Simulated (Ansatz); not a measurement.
C$_{3}$H$_{8}$Si, SMILES `CC(C)[SiH]`, 12 atoms. Charge 0, multiplicity 1. All runs use 2 threads of a server CPU on a shared host. Correlated methods freeze the cores.

Problem. Give the basis size and wall time and peak host memory of each of these runs in Ansatz. RKS CAM-B3LYP-D4/def2-TZVPP energy; RHF-CCSD(T)/def2-TZVPP energy; RKS SPW92/def2-TZVPP energy; RKS ωB97M-V/def2-SVP energy; RKS ωB97M-V/def2-QZVPP energy; RKS PBE0-D4/def2-TZVP frequencies; RHF-MP2/def2-QZVPP energy; direct RPA on PBE orbitals/def2-TZVPP energy; RHF-CCSD(T)/def2-SVP energy; RKS PBE0-D4/def2-SVP energy; RKS PBE0-D4/def2-QZVPP energy; RKS BLYP-D4/def2-TZVPP energy. (Best estimate.)

Solution. The calculation gave: Other jobs shared the machine, so times are rough.

```csv
level,job,functions,wall time,peak host memory (GiB)
RKS PBE0-D4/def2-SVP,energy,100,1.6 s,0.19
RKS SPW92/def2-TZVPP,energy,247,2.2 s,0.29
RKS BLYP-D4/def2-TZVPP,energy,247,3.5 s,0.3
RKS CAM-B3LYP-D4/def2-TZVPP,energy,247,5.5 s,0.61
RHF-CCSD(T)/def2-SVP,energy,100,5.5 s,0.41
RKS ωB97M-V/def2-SVP,energy,100,7.5 s,0.28
direct RPA on PBE orbitals/def2-TZVPP,energy,247,8.5 s,0.67
RKS PBE0-D4/def2-QZVPP,energy,481,15 s,1.5
RKS ωB97M-V/def2-QZVPP,energy,481,34 s,1.8
RHF-MP2/def2-QZVPP,energy,481,51 s,3.2
RKS PBE0-D4/def2-TZVP,frequencies,178,3.9 min,0.41
RHF-CCSD(T)/def2-TZVPP,energy,247,10 min,2
```
